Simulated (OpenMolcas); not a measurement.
# OpenMolcas run: neutral phosphorus

Input:

```
&GATEWAY
Coord
1

P 0.0 0.0 0.0
Basis=ANO-R3
Group=XYZ
NoMove
AngMom=0.0 0.0 0.0
AMFI
&SEWARD
* reference wave functions (RASSCF and RASSI steps not shown): 3 electrons in 9 orbitals (RAS2 3p; RAS3 3d 4s, at most 1 electron)
>>> COPY JOB001 $Project.JobIph
&CASPT2
Multistate=1 1
Frozen=1 0
IPEA=0.0
Imaginary=0.1
MaxIter=60
WThr=0.0 0.3 0.05
PrWF=0.5
NoMix
>>> COPY JOB002 $Project.JobIph
&CASPT2
XMultistate=8 1 2 3 4 5 6 7 8
Frozen=1 0
IPEA=0.0
Imaginary=0.1
MaxIter=60
WThr=0.0 0.3 0.05
PrWF=0.5
NoMix
>>> COPY JOB003 $Project.JobIph
&CASPT2
XMultistate=3 1 2 3
Frozen=1 0
IPEA=0.0
Imaginary=0.1
MaxIter=60
WThr=0.0 0.3 0.05
PrWF=0.5
NoMix
...
```

Output, cut to the results:

```
--- CASPT2 ---
Orbital specifications:
      -----------------------

      Symmetry species                           1   2
                                                ag  au
      Frozen orbitals                            1   0
      Inactive orbitals                          2   3
      Active orbitals                            6   3
      Secondary orbitals                        26  23
      Deleted orbitals                           0   0
      Number of basis functions                 35  29
Type of calculation                        SS-CASPT2
      Fock operator                              state-specific
      IPEA shift                                 0.00
      Real shift                                 0.00
      Imaginary shift                            0.10
      The input orbitals will be transformed to quasi-canonical
Reference energy:        -341.5350150741
      E2 (Non-variational):      -0.3572628803
      Shift correction:          -0.0003549647
      E2 (Variational):          -0.3576178450
      Total energy:            -341.8926329191
      Residual norm:              0.0000008988
      Reference weight:           0.94257
      Contributions to the CASPT2 correlation energy
      Active & Virtual Only:         -0.0065431687
      One Inactive Excited:          -0.0859131459
      Two Inactive Excited:          -0.2648065657
::    CASPT2 Root  1     Total energy:   -341.89263292
--- CASPT2 ---
Orbital specifications:
      -----------------------

      Symmetry species                           1   2
                                                ag  au
      Frozen orbitals                            1   0
      Inactive orbitals                          2   3
      Active orbitals                            6   3
      Secondary orbitals                        26  23
      Deleted orbitals                           0   0
      Number of basis functions                 35  29
Type of calculation                        XMS-CASPT2
      Fock operator                              state-average
      IPEA shift                                 0.00
      Real shift                                 0.00
      Imaginary shift                            0.10
      The input orbitals will be transformed to quasi-canonical
      The input states will be rotated to diagonalize the Fock operator
Reference energy:        -341.4650288712
      E2 (Non-variational):      -0.3719239503
      Shift correction:          -0.0004256376
      E2 (Variational):          -0.3723495878
      Total energy:            -341.8373784591
      Residual norm:              0.0000001926
      Reference weight:           0.93430
      Contributions to the CASPT2 correlation energy
      Active & Virtual Only:         -0.0174392913
      One Inactive Excited:          -0.0887671015
      Two Inactive Excited:          -0.2657175575
Reference energy:        -341.4650288712
      E2 (Non-variational):      -0.3702521208
      Shift correction:          -0.0004229248
      E2 (Variational):          -0.3706750456
      Total energy:            -341.8357039168
      Residual norm:              0.0000001568
      Reference weight:           0.93556
      Contributions to the CASPT2 correlation energy
      Active & Virtual Only:         -0.0183384166
      One Inactive Excited:          -0.0814181368
      Two Inactive Excited:          -0.2704955674
::    XMS-CASPT2 Root  1     Total energy:   -341.83737921
::    XMS-CASPT2 Root  2     Total energy:   -341.83737864
::    XMS-CASPT2 Root  3     Total energy:   -341.83733552
::    XMS-CASPT2 Root  4     Total energy:   -341.83732231
::    XMS-CASPT2 Root  5     Total energy:   -341.83728146
::    XMS-CASPT2 Root  6     Total energy:   -341.78667243
::    XMS-CASPT2 Root  7     Total energy:   -341.78662492
::    XMS-CASPT2 Root  8     Total energy:   -341.78661028
--- CASPT2 ---
Orbital specifications:
      -----------------------

      Symmetry species                           1   2
                                                ag  au
      Frozen orbitals                            1   0
      Inactive orbitals                          2   3
      Active orbitals                            6   3
      Secondary orbitals                        26  23
      Deleted orbitals                           0   0
      Number of basis functions                 35  29
Type of calculation                        XMS-CASPT2
      Fock operator                              state-average
      IPEA shift                                 0.00
      Real shift                                 0.00
      Imaginary shift                            0.10
      The input orbitals will be transformed to quasi-canonical
      The input states will be rotated to diagonalize the Fock operator
Reference energy:        -341.2733488919
      E2 (Non-variational):      -0.3673008898
      Shift correction:          -0.0004315243
      E2 (Variational):          -0.3677324141
      Total energy:            -341.6410813060
      Residual norm:              0.0000003521
      Reference weight:           0.93101
      Contributions to the CASPT2 correlation energy
      Active & Virtual Only:         -0.0143569661
      One Inactive Excited:          -0.0766405771
      Two Inactive Excited:          -0.2763033466
Reference energy:        -341.2733488919
      E2 (Non-variational):      -0.3673008586
      Shift correction:          -0.0004315243
      E2 (Variational):          -0.3677323829
      Total energy:            -341.6410812748
      Residual norm:              0.0000003521
      Reference weight:           0.93101
      Contributions to the CASPT2 correlation energy
      Active & Virtual Only:         -0.0143569349
      One Inactive Excited:          -0.0766405772
      Two Inactive Excited:          -0.2763033465
::    XMS-CASPT2 Root  1     Total energy:   -341.64108131
::    XMS-CASPT2 Root  2     Total energy:   -341.64108128
...
```

In XMS-CASPT2 the single-state energies belong to rotated reference states; over a whole degenerate manifold the rotation is arbitrary, and only the multistate roots count.

Levels above the lowest, from the spin-orbit matrix with the multistate effective Hamiltonian, averaged by term, added to it:

```csv
Configuration,Term,J,E (cm⁻¹),Measured (cm⁻¹),g,Term weight %
3s² 3p³,⁴S°,3/2,0.0,0.0,2.002,100
3s² 3p³,²D°,3/2,12130,11361,0.800,100
3s² 3p³,²D°,5/2,12140,11377,1.200,100
3s² 3p³,²P°,1/2,23270,18723,0.666,100
3s² 3p³,²P°,3/2,23270,18748,1.334,100
3s² 3p² 4s,⁴P,1/2,54980,55939,2.670,100
3s² 3p² 4s,⁴P,3/2,55120,56091,1.735,100
3s² 3p² 4s,⁴P,5/2,55340,56340,1.601,100
3s² 3p² 4s,²P,1/2,58020,57877,0.667,100
3s² 3p² 4s,²P,3/2,58280,58174,1.334,100
3s² 3p² 4s,²D,5/2,64710,65157,1.201,100
3s² 3p² 4s,²D,3/2,64710,65156,0.800,100
```

Against the 11 measured excited levels shown (NIST Handbook of Basic Atomic Spectroscopic Data) the mean absolute deviation is 1300 cm-1; the largest miss in energy is 3s² 3p³ ²P°_1/2: computed 23270, measured 18723 cm⁻¹ (+24.3 %).

CASPT2 does not keep the components of a term degenerate, so their means are used; among the terms shown or strongly mixed into the levels shown the widest spread is 21 cm-1 (3s² 3p³ ²D°). ANO sets are built for valence states and can reach diffuse excited orbitals poorly, and with the s shell closed the s pⁿ⁺¹ terms that mix with these levels are absent. With the s shell closed, the reference lacks s² → p² mixing. Some terms miss by over 15 % even with CASPT2, which points to a basis or an active space too small for the shells correlated. Computed and measured levels are paired by configuration, term and J; levels that our copy of the source lacks, or whose pairing is in doubt (as where it misses far off the trend of its configuration), stay unpaired and out of the deviations. Only configurations of the active space appear. The first state left out of the spin-orbit step lies near 86000 cm-1 above the lowest spin-free state of the reference (among the parities and spins computed), and the list stops at four fifths of that energy or lower.

The term weight is that of the spin-free term in the level, not the purity of its configuration. ° marks odd parity.
